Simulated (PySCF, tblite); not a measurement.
C₈H₁₂P (charge +1).
Geometry (GFN2-xTB, Å), atoms numbered from 1 in this order:
```xyz
21
C8H12P angstrom
C     -3.4389   -0.1746    0.6627
C     -2.1297   -0.2719    0.5630
C     -1.2681    0.6457   -0.2996
C     -0.3445    1.3675    0.6255
C      0.8716    0.9535    0.9843
P      1.5541   -0.5212    0.2612
C      3.3126   -0.3632   -0.1095
C      0.5720   -0.8170   -1.1919
C     -0.6132   -0.2197   -1.3251
H     -4.0058    0.5719    0.1322
H     -4.0019   -0.8471    1.2863
H     -1.5660   -1.0258    1.0978
H     -1.9270    1.3642   -0.7929
H     -0.7461    2.2737    1.0583
H      1.4887    1.5052    1.6802
H      1.4344   -1.5830    1.1424
H      3.8688   -0.1793    0.8106
H      3.4655    0.4701   -0.7972
H      3.6762   -1.2829   -0.5698
H      0.9873   -1.4552   -1.9600
H     -1.1988   -0.3941   -2.2176
```

Structure optimised with GFN2-xTB, isolated species.

Take the most abundant isotopes and a rigid rotor. The values belong to one conformer with, in the numbering `[CH2:1]=[CH:2][C@H:3]1[CH:4]=[CH:5][P@H+:6]([CH3:7])[CH:8]=[CH:9]1`, C1–C2–C3–C4 118°, C2–C3–C4–C5 91°, C4–C5–P6–C7 140°, C5–P6–C8–C9 -17°, C2–C3–C9–C8 -91°.

**Question.** Give the principal moments of inertia and the rotational constants in GHz.

**Answer.** Ia = 156.70, Ib = 580.45, Ic = 639.85 u·Å²; 505379 MHz·u·Å²/I gives 3225, 870.7 and 789.8 MHz, that is A = 3.2251, B = 0.8707, C = 0.7898 GHz.

**Question.** What kind of rotor is it?

**Answer.** A near-prolate asymmetric top. Ray's parameter κ = (2B − A − C)/(A − C) = -0.934; −1 is the prolate and +1 the oblate limit.

**Question.** What does the inertial defect say?

**Answer.** Not planar: Δ = Ic − Ia − Ib = -97.30 u·Å². For a rigid frame Δ = −2 Σ m c², so Σ m c² = 48.65 u·Å² lies off the ab plane: 14.68 from hydrogen and 33.98 from heavier atoms. The atom farthest from that plane is 1.85 Å away.

**Question.** Give the other two planar moments, Paa and Pbb, and the rms extents of the mass along the axes.

**Answer.** Paa = Σ m a² = (Ib + Ic − Ia)/2 = 531.80 and Pbb = Σ m b² = (Ia + Ic − Ib)/2 = 108.05 u·Å². With the mass M = 139.07 u, the rms extents √(P/M) along a, b and c are 1.96, 0.88, 0.59 Å.

**Question.** Where do the levels up to J = 2 lie, in K?

**Answer.** Above 0(0,0), as E/k:
J = 1: 1(0,1) 0.080, 1(1,1) 0.193, 1(1,0) 0.197
J = 2: 2(0,2) 0.239, 2(1,2) 0.348, 2(1,1) 0.360, 2(2,1) 0.699, 2(2,0) 0.699
The levels of one J sum to (2J + 1)J(J + 1)(A + B + C)/3.

**Question.** Estimate the classical rotational partition function at 25 K, 298.15 K and 500 K.

**Answer.** Point group Cs, symmetry number σ = 1; q = (√π/σ)·√((kT/h)³/(ABC)), k/h = 20836.6 MHz/K: 14100 at 25 K, 583000 at 298.15 K, 1270000 at 500 K.

Its GFN2-xTB frequencies are all real (lowest 33 cm⁻¹). Constants of a rigid frame at the computed geometry: no zero-point averaging, no centrifugal distortion.
